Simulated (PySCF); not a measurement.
Excitation energy of Tc by level of theory

Tc [Kr] 4d5 5s2 (6S) → Tc [Kr] 4d6 5s1 (6D), as a difference of total energies. Computed with PySCF 2.14 in aug-cc-pwCVDZ-PP with ECP28MDF (6s6p5d3f, 70 functions), with a scalar-relativistic core potential. Correlated levels: valence and next inner shell: nothing frozen outside the core potential. The calculations carry no spin-orbit coupling.

| method | excitation energy (eV) |
| --- | --- |
| UHF | 0.784 |
| MP2 (valence and next inner shell) | 0.743 |
| SCS-MP2 (valence and next inner shell) | 0.828 |
| CCSD (valence and next inner shell) | 0.800 |
| CCSD(T) (valence and next inner shell) | 0.814 |

Problem. How much does correlation contribute at CCSD(T) (valence and next inner shell)?

Solution. 0.814 − (0.784) = 0.030 eV, measured against UHF.

Errors of the correlated levels include the incompleteness of this basis.

For comparison: 0.406 eV (measured; NIST levels, between the centres of gravity of the two terms).
